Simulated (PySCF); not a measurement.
C2F5, optimised at PBE0/def2-TZVP:

```xyz
7

F      1.3115    -1.2932    -0.0740
C      0.8725    -0.0704    -0.2586
F      1.6005     0.8185     0.3755
C     -0.6213     0.0939    -0.0699
F     -0.9861    -0.1265     1.1980
F     -0.9810     1.3291    -0.3944
F     -1.2684    -0.7696    -0.8419
```

Computed with PySCF and rigid-rotor harmonic-oscillator thermochemistry at 1 bar. 6-31G* has spherical d functions here. Open shells (unrestricted): C2F5 (multiplicity 2). B3LYP is the form with VWN-RPA correlation. C2F5: computed as isolated molecules; such fragments, hydroxides, amides, oligomers or adducts are transient or little studied in the gas.

Problem. List the harmonic frequencies (cm⁻¹, unscaled) at this level and at the other levels, each on its own geometry.

Solution. 
- PBE0/def2-TZVP: 66, 208, 221, 367, 422, 518, 591, 615, 708, 833, 1142, 1209, 1256, 1322, 1429
- B3LYP/6-31G*: 53, 200, 212, 358, 413, 504, 578, 598, 692, 822, 1137, 1213, 1260, 1311, 1416
- HF/6-31G*: 64, 221, 241, 392, 456, 560, 638, 651, 780, 931, 1271, 1387, 1423, 1441, 1593
- PBE/def2-SVP: 55, 198, 208, 356, 407, 497, 570, 594, 672, 800, 1094, 1163, 1212, 1282, 1382
